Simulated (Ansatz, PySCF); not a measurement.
Spin states of O2Re (SMILES [O]=[Re]=[O]), each relaxed with B3LYP-D3(BJ)/def2-TZVP.
State 1 (charge 0, multiplicity 4):
```xyz
3

Re     0.26357    -0.21308     0.26536
O      1.05421     0.32000    -1.16098
O     -1.35095    -0.05955     0.82530
```
State 2 (charge 0, multiplicity 2):
| atom | x (Å) | y (Å) | z (Å) |
|---|---|---|---|
| Re | 0.3483 | -0.2837 | 0.3544 |
| O | 0.9028 | 0.3381 | -1.1154 |
| O | -1.2842 | -0.0070 | 0.6907 |

```json
[
 {"level": "SVWN5/def2-TZVPP", "energy of the multiplicity-2 state less that of the multiplicity-4 state (eV)": "-0.084", "cost": "×0.5"},
 {"level": "PBE/def2-TZVPP", "energy of the multiplicity-2 state less that of the multiplicity-4 state (eV)": "0.100", "cost": "×1"},
 {"level": "PBE-D3(BJ)/def2-TZVPP", "energy of the multiplicity-2 state less that of the multiplicity-4 state (eV)": "0.099", "cost": "×1"},
 {"level": "PBE-D4/def2-TZVPP", "energy of the multiplicity-2 state less that of the multiplicity-4 state (eV)": "0.098", "cost": "×1"},
 {"level": "BLYP/def2-TZVPP", "energy of the multiplicity-2 state less that of the multiplicity-4 state (eV)": "-0.044", "cost": "×1"},
 {"level": "BLYP-D3(BJ)/def2-TZVPP", "energy of the multiplicity-2 state less that of the multiplicity-4 state (eV)": "-0.047", "cost": "×1"},
 {"level": "BLYP-D4/def2-TZVPP", "energy of the multiplicity-2 state less that of the multiplicity-4 state (eV)": "-0.049", "cost": "×1"},
 {"level": "r2SCAN/def2-TZVPP", "energy of the multiplicity-2 state less that of the multiplicity-4 state (eV)": "0.282", "cost": "×2"},
 {"level": "r2SCAN-D3(BJ)/def2-TZVPP", "energy of the multiplicity-2 state less that of the multiplicity-4 state (eV)": "0.282", "cost": "×2"},
 {"level": "r2SCAN-D4/def2-TZVPP", "energy of the multiplicity-2 state less that of the multiplicity-4 state (eV)": "0.282", "cost": "×2"},
 {"level": "B97M-V/def2-TZVPP", "energy of the multiplicity-2 state less that of the multiplicity-4 state (eV)": "0.189", "cost": "×4"},
 {"level": "B3LYP/def2-TZVPP", "energy of the multiplicity-2 state less that of the multiplicity-4 state (eV)": "0.138", "cost": "×0.7"},
 {"level": "B3LYP-D3(BJ)/def2-TZVPP", "energy of the multiplicity-2 state less that of the multiplicity-4 state (eV)": "0.136", "cost": "×0.7"},
 {"level": "B3LYP-D4/def2-TZVPP", "energy of the multiplicity-2 state less that of the multiplicity-4 state (eV)": "0.135", "cost": "×0.7"},
 {"level": "PBE0/def2-TZVPP", "energy of the multiplicity-2 state less that of the multiplicity-4 state (eV)": "0.325", "cost": "×0.9"},
 {"level": "PBE0-D3(BJ)/def2-TZVPP", "energy of the multiplicity-2 state less that of the multiplicity-4 state (eV)": "0.325", "cost": "×0.9"},
 {"level": "PBE0-D4/def2-TZVPP", "energy of the multiplicity-2 state less that of the multiplicity-4 state (eV)": "0.324", "cost": "×0.9"},
 {"level": "CAM-B3LYP/def2-TZVPP", "energy of the multiplicity-2 state less that of the multiplicity-4 state (eV)": "0.220", "cost": "×1"},
 {"level": "CAM-B3LYP-D3(BJ)/def2-TZVPP", "energy of the multiplicity-2 state less that of the multiplicity-4 state (eV)": "0.220", "cost": "×1"},
 {"level": "CAM-B3LYP-D4/def2-TZVPP", "energy of the multiplicity-2 state less that of the multiplicity-4 state (eV)": "0.219", "cost": "×1"},
 {"level": "wB97X-V/def2-TZVPP", "energy of the multiplicity-2 state less that of the multiplicity-4 state (eV)": "0.169", "cost": "×3"},
 {"level": "wB97M-V/def2-TZVPP", "energy of the multiplicity-2 state less that of the multiplicity-4 state (eV)": "0.311", "cost": "×3"}
]
```

The rows run from -0.084 (SVWN5/def2-TZVPP) to 0.325 eV (PBE0/def2-TZVPP). The dispersion term adds -0.001 in PBE-D3(BJ), -0.002 in PBE-D4, -0.002 in BLYP-D3(BJ). The 10 functionals in def2-TZVPP without D3 or D4 span 0.409, from SVWN5 to PBE0.

Singlets are restricted, other states unrestricted; no spin–orbit coupling, no relativity up to Kr; see below for the cores. The largest T1 diagnostic is 0.076.

Doubts at one or more of the structures used: a spin-contaminated determinant (PBE/def2-TZVPP, PBE-D3(BJ)/def2-TZVPP, PBE-D4/def2-TZVPP, BLYP/def2-TZVPP, BLYP-D3(BJ)/def2-TZVPP, BLYP-D4/def2-TZVPP, r2SCAN/def2-TZVPP, r2SCAN-D3(BJ)/def2-TZVPP, r2SCAN-D4/def2-TZVPP, B97M-V/def2-TZVPP, B3LYP/def2-TZVPP, B3LYP-D3(BJ)/def2-TZVPP, B3LYP-D4/def2-TZVPP, PBE0/def2-TZVPP, PBE0-D3(BJ)/def2-TZVPP, PBE0-D4/def2-TZVPP, CAM-B3LYP/def2-TZVPP, CAM-B3LYP-D3(BJ)/def2-TZVPP, CAM-B3LYP-D4/def2-TZVPP, wB97X-V/def2-TZVPP, wB97M-V/def2-TZVPP).

Run with Ansatz (Gaussian orbitals); PySCF for the dispersion terms.  In def2 rows elements past Kr take small-core potentials, without spin–orbit coupling.

Costs are rough ratios of core time to PBE/def2-TZVPP (about 12 s over the structures, on one shared machine); a dash marks a level with no comparable run of its own.

Ansatz is a quantum-chemistry and plane-wave program.
